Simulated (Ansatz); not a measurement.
Ansatz (a quantum-chemistry and plane-wave program) input file for C3H11NSi2, SMILES C=C([SiH3])N(C)[SiH3], B3LYP-D3(BJ)/def2-SVP. 

Ansatz 0.2 input:
```yaml
crystal:
  periodic: [false, false, false]
  atoms:
    - {symbol: C, position_ang: [-1.19616321, -1.81457225, -0.08665654]}
    - {symbol: C, position_ang: [-0.63636479, -0.60323788, 0.03183832]}
    - {symbol: Si, position_ang: [-1.66799803, 0.76259774, 0.83826113]}
    - {symbol: N, position_ang: [0.64078463, -0.31228437, -0.43562616]}
    - {symbol: C, position_ang: [1.32950984, -1.38538335, -1.12183968]}
    - {symbol: Si, position_ang: [1.49241885, 1.14537011, -0.05042104]}
    - {symbol: H, position_ang: [-2.19379928, -1.98202128, 0.27776834]}
    - {symbol: H, position_ang: [-0.71936168, -2.67375107, -0.52577560]}
    - {symbol: H, position_ang: [-2.01846009, 1.79571159, -0.14196876]}
    - {symbol: H, position_ang: [-2.90058295, 0.14930189, 1.33716988]}
    - {symbol: H, position_ang: [-0.95512533, 1.37844413, 1.96182164]}
    - {symbol: H, position_ang: [0.73056075, -1.73844348, -1.96538723]}
    - {symbol: H, position_ang: [2.28298267, -1.02794017, -1.50010936]}
    - {symbol: H, position_ang: [1.51823306, -2.22906721, -0.45120211]}
    - {symbol: H, position_ang: [0.65821157, 2.30326334, -0.36828554]}
    - {symbol: H, position_ang: [2.68110816, 1.13426125, -0.90302714]}
    - {symbol: H, position_ang: [1.90695836, 1.18384229, 1.35856509]}
basis:
  gaussian:
    orbitals: def2-SVP
hamiltonian:
  xc: b3lyp
  dispersion: d3bj
relax: {f_tol: 0.002, max_steps: 200}
```

Log of the run:

```
WARN ansatz: RAYON_NUM_THREADS=2 ignored (pool sized by the plan → 2); use --threads N
Functional definition: B3LYP
integrals: 0.15 GiB planned
1607 factors; integrals over basis functions are off by at most 5.6e-4 eV
mean field: 0.93 GiB planned
mean field evaluation 1: about -20519.5134 eV, gradient 5.7e1 eV
mean field evaluation 2: about -20511.0857 eV, gradient 8.1e1 eV
mean field evaluation 4: about -20527.5842 eV, gradient 6.0e0 eV
mean field evaluation 8: about -20527.6820 eV, gradient 5.6e-1 eV
mean field evaluation 16: about -20527.6828 eV, gradient 1.5e-5 eV
mean field -20527.68277586 eV, -754.3784278499 hartree, gradient 1.5e-5 eV, S^2 0.000000; 0 other end points of the search recorded, 0 dependent functions left out
the calculation of the forces begins
reference -20527.68307875 eV, -754.3784389808 hartree; 32, 32 occupied and 115, 115 virtual orbitals, 1607 factors
relax step   1: F+E_penalty+E_count = -20528.51279870 eV  Δ(F+E_penalty+E_count) = +0.000e0 eV  max|allowed force component| = 6.015e-1 eV/Å  Δτ_max = 0.0000 Å  (27 SCF iters, accepted)
these checks for a lower state are left out or cut short: starts, cluster_reference, orbital_swaps, neighbouring_geometries, increment
integrals: 0.15 GiB planned
1607 factors; integrals over basis functions are off by at most 5.9e-4 eV
mean field: 0.93 GiB planned
[...]
these checks for a lower state are left out or cut short: starts, cluster_reference, orbital_swaps, neighbouring_geometries, increment
integrals: 0.15 GiB planned
1607 factors; integrals over basis functions are off by at most 5.4e-4 eV
mean field: 0.93 GiB planned
mean field -20527.80576914 eV, -754.3829477693 hartree, gradient 5.9e-6 eV, S^2 0.000000; 0 other end points of the search recorded, 0 dependent functions left out
the calculation of the forces begins
reference -20527.80607715 eV, -754.3829590886 hartree; 32, 32 occupied and 115, 115 virtual orbitals, 1607 factors
relax step   6: F+E_penalty+E_count = -20528.62286077 eV  Δ(F+E_penalty+E_count) = -2.205e-3 eV  max|allowed force component| = 7.068e-2 eV/Å  Δτ_max = 0.0839 Å  (29 SCF iters, accepted)
these checks for a lower state are left out or cut short: starts, cluster_reference, orbital_swaps, neighbouring_geometries, increment
integrals: 0.15 GiB planned
1607 factors; integrals over basis functions are off by at most 5.1e-4 eV
mean field: 0.93 GiB planned
mean field -20527.80823422 eV, -754.3830383595 hartree, gradient 5.5e-6 eV, S^2 0.000000; 0 other end points of the search recorded, 0 dependent functions left out
the calculation of the forces begins
reference -20527.80854270 eV, -754.3830496957 hartree; 32, 32 occupied and 115, 115 virtual orbitals, 1607 factors
relax step   7: F+E_penalty+E_count = -20528.62460784 eV  Δ(F+E_penalty+E_count) = -1.747e-3 eV  max|allowed force component| = 7.361e-2 eV/Å  Δτ_max = 0.0622 Å  (28 SCF iters, accepted)
these checks for a lower state are left out or cut short: starts, cluster_reference, orbital_swaps, neighbouring_geometries, increment
integrals: 0.15 GiB planned
1607 factors; integrals over basis functions are off by at most 4.8e-4 eV
mean field: 0.93 GiB planned
mean field evaluation 64: about -20527.8102 eV, gradient 1.0e-4 eV
mean field -20527.81020618 eV, -754.3831108277 hartree, gradient 5.6e-6 eV, S^2 0.000000; 0 other end points of the search recorded, 0 dependent functions left out
the calculation of the forces begins
reference -20527.81051545 eV, -754.3831221932 hartree; 32, 32 occupied and 115, 115 virtual orbitals, 1607 factors
relax step   8: F+E_penalty+E_count = -20528.62612855 eV  Δ(F+E_penalty+E_count) = -1.521e-3 eV  max|allowed force component| = 8.133e-2 eV/Å  Δτ_max = 0.0818 Å  (28 SCF iters, accepted)
these checks for a lower state are left out or cut short: starts, cluster_reference, orbital_swaps, neighbouring_geometries, increment
integrals: 0.15 GiB planned
1607 factors; integrals over basis functions are off by at most 4.6e-4 eV
mean field: 0.93 GiB planned
mean field -20527.81075841 eV, -754.3831311218 hartree, gradient 5.7e-6 eV, S^2 0.000000; 0 other end points of the search recorded, 0 dependent functions left out
the calculation of the forces begins
reference -20527.81106793 eV, -754.3831424964 hartree; 32, 32 occupied and 115, 115 virtual orbitals, 1607 factors
relax step   9: F+E_penalty+E_count = -20528.62678457 eV  Δ(F+E_penalty+E_count) = -6.560e-4 eV  max|allowed force component| = 6.905e-2 eV/Å  Δτ_max = 0.0461 Å  (28 SCF iters, accepted)
these checks for a lower state are left out or cut short: starts, cluster_reference, orbital_swaps, neighbouring_geometries, increment
integrals: 0.15 GiB planned
1607 factors; integrals over basis functions are off by at most 4.4e-4 eV
mean field: 0.93 GiB planned
mean field -20527.81168812 eV, -754.3831652879 hartree, gradient 1.4e-5 eV, S^2 0.000000; 0 other end points of the search recorded, 0 dependent functions left out
the calculation of the forces begins
reference -20527.81199779 eV, -754.3831766679 hartree; 32, 32 occupied and 115, 115 virtual orbitals, 1607 factors
relax step  10: F+E_penalty+E_count = -20528.62743919 eV  Δ(F+E_penalty+E_count) = -6.546e-4 eV  max|allowed force component| = 3.871e-2 eV/Å  Δτ_max = 0.0286 Å  (24 SCF iters, accepted)
these checks for a lower state are left out or cut short: starts, cluster_reference, orbital_swaps, neighbouring_geometries, increment
integrals: 0.15 GiB planned
1607 factors; integrals over basis functions are off by at most 4.3e-4 eV
mean field: 0.93 GiB planned
mean field -20527.81230574 eV, -754.3831879849 hartree, gradient 5.7e-6 eV, S^2 0.000000; 0 other end points of the search recorded, 0 dependent functions left out
the calculation of the forces begins
reference -20527.81261552 eV, -754.3831993694 hartree; 32, 32 occupied and 115, 115 virtual orbitals, 1607 factors
relax step  11: F+E_penalty+E_count = -20528.62779413 eV  Δ(F+E_penalty+E_count) = -3.549e-4 eV  max|allowed force component| = 1.882e-2 eV/Å  Δτ_max = 0.0361 Å  (29 SCF iters, accepted)
these checks for a lower state are left out or cut short: starts, cluster_reference, orbital_swaps, neighbouring_geometries, increment
integrals: 0.15 GiB planned
1607 factors; integrals over basis functions are off by at most 4.3e-4 eV
mean field: 0.93 GiB planned
mean field -20527.81270305 eV, -754.3832025857 hartree, gradient 2.4e-5 eV, S^2 0.000000; 0 other end points of the search recorded, 0 dependent functions left out
the calculation of the forces begins
reference -20527.81301301 eV, -754.3832139768 hartree; 32, 32 occupied and 115, 115 virtual orbitals, 1607 factors
relax step  12: F+E_penalty+E_count = -20528.62792380 eV  Δ(F+E_penalty+E_count) = -1.297e-4 eV  max|allowed force component| = 1.484e-2 eV/Å  Δτ_max = 0.0325 Å  (23 SCF iters, accepted)
these checks for a lower state are left out or cut short: starts, cluster_reference, orbital_swaps, neighbouring_geometries, increment
integrals: 0.15 GiB planned
1607 factors; integrals over basis functions are off by at most 4.4e-4 eV
mean field: 0.93 GiB planned
mean field evaluation 96: about -20527.8130 eV, gradient 3.1e-5 eV
mean field -20527.81296948 eV, -754.3832123769 hartree, gradient 5.6e-6 eV, S^2 0.000000; 0 other end points of the search recorded, 0 dependent functions left out
the calculation of the forces begins
reference -20527.81327965 eV, -754.3832237755 hartree; 32, 32 occupied and 115, 115 virtual orbitals, 1607 factors
relax step  13: F+E_penalty+E_count = -20528.62798429 eV  Δ(F+E_penalty+E_count) = -6.049e-5 eV  max|allowed force component| = 9.774e-3 eV/Å  Δτ_max = 0.0322 Å  (29 SCF iters, accepted)
these checks for a lower state are left out or cut short: starts, cluster_reference, orbital_swaps, neighbouring_geometries, increment
integrals: 0.15 GiB planned
1607 factors; integrals over basis functions are off by at most 4.4e-4 eV
mean field: 0.93 GiB planned
mean field -20527.81305656 eV, -754.3832155770 hartree, gradient 1.9e-5 eV, S^2 0.000000; 0 other end points of the search recorded, 0 dependent functions left out
the calculation of the forces begins
reference -20527.81336681 eV, -754.3832269787 hartree; 32, 32 occupied and 115, 115 virtual orbitals, 1607 factors
relax step  14: F+E_penalty+E_count = -20528.62799951 eV  Δ(F+E_penalty+E_count) = -1.522e-5 eV  max|allowed force component| = 3.815e-3 eV/Å  Δτ_max = 0.0144 Å  (22 SCF iters, accepted)
these checks for a lower state are left out or cut short: starts, cluster_reference, orbital_swaps, neighbouring_geometries, increment
integrals: 0.15 GiB planned
1607 factors; integrals over basis functions are off by at most 4.4e-4 eV
mean field: 0.93 GiB planned
mean field -20527.81306778 eV, -754.3832159895 hartree, gradient 8.5e-5 eV, S^2 0.000000; 0 other end points of the search recorded, 0 dependent functions left out
the calculation of the forces begins
reference -20527.81337807 eV, -754.3832273925 hartree; 32, 32 occupied and 115, 115 virtual orbitals, 1607 factors
relax step  15: F+E_penalty+E_count = -20528.62800289 eV  Δ(F+E_penalty+E_count) = -3.377e-6 eV  max|allowed force component| = 2.058e-3 eV/Å  Δτ_max = 0.0056 Å  (19 SCF iters, accepted)
these checks for a lower state are left out or cut short: starts, cluster_reference, orbital_swaps, neighbouring_geometries, increment
integrals: 0.15 GiB planned
1607 factors; integrals over basis functions are off by at most 4.4e-4 eV
mean field: 0.93 GiB planned
mean field -20527.81306018 eV, -754.3832157103 hartree, gradient 2.6e-5 eV, S^2 0.000000; 0 other end points of the search recorded, 0 dependent functions left out
the calculation of the forces begins
reference -20527.81337047 eV, -754.3832271133 hartree; 32, 32 occupied and 115, 115 virtual orbitals, 1607 factors
relax step  16: F+E_penalty+E_count = -20528.62800384 eV  Δ(F+E_penalty+E_count) = -9.561e-7 eV  max|allowed force component| = 1.179e-3 eV/Å  Δτ_max = 0.0008 Å  (18 SCF iters, accepted)
integrals: 0.15 GiB planned
1607 factors; integrals over basis functions are off by at most 4.4e-4 eV
mean field: 0.93 GiB planned
mean field evaluation 128: about -20527.8131 eV, gradient 1.5e-3 eV
mean field -20527.81306018 eV, -754.3832157103 hartree, gradient 2.6e-5 eV, S^2 0.000000; 1 other end points of the search recorded, 0 dependent functions left out
the calculation of the forces begins
reference -20527.81337047 eV, -754.3832271133 hartree; 32, 32 occupied and 115, 115 virtual orbitals, 1607 factors
Total energy: -20528.62831413 eV, -754.4131757403 hartree
Atom 0 at    -1.242401    -1.807972    -0.084541 Å, force     0.000178     0.000418     0.000080 eV/Å
Atom 1 at    -0.659752    -0.587682     0.015357 Å, force    -0.000378    -0.000922     0.000606 eV/Å
Atom 2 at    -1.737350     0.773011     0.780585 Å, force     0.000250     0.000431     0.000323 eV/Å
Atom 3 at     0.640158    -0.318363    -0.433636 Å, force     0.000392     0.001179    -0.000009 eV/Å
Atom 4 at     1.372856    -1.420435    -1.042434 Å, force     0.000275    -0.001115    -0.000128 eV/Å
Atom 5 at     1.551325     1.144575    -0.083435 Å, force    -0.000887    -0.000086    -0.000262 eV/Å
Atom 6 at    -2.265912    -1.956958     0.260212 Å, force    -0.000253     0.000206    -0.000575 eV/Å
Atom 7 at    -0.741371    -2.682751    -0.503893 Å, force     0.000114    -0.000254     0.000070 eV/Å
Atom 8 at    -1.991864     1.888511    -0.176745 Å, force    -0.000130    -0.000315     0.000164 eV/Å
Atom 9 at    -3.032117     0.145523     1.159620 Å, force    -0.000022    -0.000067    -0.000127 eV/Å
Atom 10 at    -1.099741     1.351806     2.000252 Å, force    -0.000030     0.000022     0.000008 eV/Å
Atom 11 at     0.824481    -1.824393    -1.911507 Å, force     0.000124     0.000102     0.000035 eV/Å
Atom 12 at     2.355527    -1.073752    -1.394381 Å, force    -0.000115    -0.000062     0.000192 eV/Å
Atom 13 at     1.536211    -2.251512    -0.331615 Å, force    -0.000182     0.000378    -0.000298 eV/Å
Atom 14 at     0.593872     2.259799     0.126905 Å, force    -0.000293     0.000232    -0.000056 eV/Å
Atom 15 at     2.429361     1.426600    -1.253026 Å, force     0.000440    -0.000074    -0.000425 eV/Å
Atom 16 at     2.419629     1.020083     1.127407 Å, force     0.000516    -0.000072     0.000404 eV/Å
Dipole moment:     0.230789    -0.068027    -0.110751 e Å
```

Self-consistency was reached.
